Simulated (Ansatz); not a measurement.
Si6Ge⁻, relaxed as a doublet with UKS PBE-D4/def2-SVPD in Ansatz, starting from the GFN2-xTB geometry. Force threshold 0.02 eV/Å.

The relaxation made no stability test and no search for a lower SCF solution. Another isomer (doublet) lies 1.40 eV lower at PBE0-D4/def2-TZVPD; other spin states weren't run for this one.

Start:

```xyz
7

Si   -0.0719   -0.9572    1.9475
Si    1.7324    0.3347    1.9637
Si   -1.4392   -1.3972   -1.4233
Si    1.0453    1.7843    0.4412
Si   -1.1581    0.7769   -1.6444
Si   -1.0206   -2.3688    0.5430
Ge    0.9122    1.8274   -1.8278
```

| step | energy (eV) | largest force component (eV/Å) | SCF passes |
| --- | --- | --- | --- |
| 1 | -103728.4923 | 1.389 | 30 |
| 2 | -103729.1914 | 0.906 | 34 |
| 3 | -103729.8130 | 0.976 | 40 |
| 4 | -103730.3715 | 0.823 | 39 |
| 5 | -103730.6203 | 0.457 | 34 |
| 6 | -103730.8100 | 0.361 | 33 |
| 7 | -103730.9542 | 0.407 | 32 |
| 8 | -103730.9973 | 0.280 | 32 |
| 9 | -103731.0328 | 0.108 | 32 |
| 10 | -103731.0388 | 0.085 | 31 |
| 11 | -103731.0471 | 0.186 | 30 |
| 12 | -103731.0574 | 0.147 | 26 |
| 13 | -103731.0636 | 0.147 | 32 |
| 14 | -103731.0671 | 0.077 | 27 |
| 15 (rejected) | -103731.0633 | 0.097 | 32 |
| 16 | -103731.0690 | 0.027 | 27 |
| 17 | -103731.0691 | 0.006 | 27 |

Force components are those of the run's own axes.

End:

```xyz
7

Si    0.0705   -0.7441    0.8594
Si    1.7173    0.2262    2.1345
Si   -1.1319   -1.7292   -1.2040
Si    1.1072    1.3978    0.2576
Si   -0.5223    0.4867   -1.3645
Si   -1.6803   -2.2201    1.0231
Ge    0.4394    2.5827   -1.7062
```

Bonds formed: Si1–Si3, Si1–Si4, Si1–Si5, Si4–Si5 (atoms count from 1).

No frequencies were taken in this run, so the end may be a saddle point.

It took 88 s on 4 threads of Intel Xeon Platinum 8175M on a shared host.
